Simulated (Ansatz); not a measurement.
Consider the isomerisation: `N=CC1(F)C[SiH2]1` → `C=N/C([SiH3])=C\F`.

Calculated with Ansatz (gas phase, PBE0-D4/def2-TZVP geometries, no zero-point term in ΔE). CBS: MP2 limit from def2 TZ/QZ plus the TZ coupled-cluster correction, frozen cores. Functionals use def2-TZVPP. B3LYP here is the variant with VWN-RPA as its local correlation; programs differ in this. One conformer a species, not always the lowest.

```csv
level,ΔE (kcal/mol),difference from CCSD(T)/CBS
PBE0-D4,-1.0,3.1
B3LYP-D4,-6.7,-2.6
ωB97X-V,-2.4,1.7
ωB97M-V,-2.5,1.6
B2PLYP,-5.7,-1.6
PBE,-1.8,2.3
PBE0,-0.9,3.2
B3LYP,-6.6,-2.5
SCS-MP2/def2-TZVPP,-5.8,-1.7
HF/def2-QZVPP,-11.3,-7.2
CCSD(T)/CBS,-4.1,0
```

Largest T1 diagnostic among the species: 0.014.

From PBE to PBE0 (25 % exact exchange), in def2-TZVPP and without D4, ΔE moves by +0.8 kcal/mol. In def2-TZVPP, CCSD(T) changes the Hartree–Fock value by +6.4 kcal/mol (the triples alone add +0.2 kcal/mol) and MP2 by +8.0 kcal/mol.
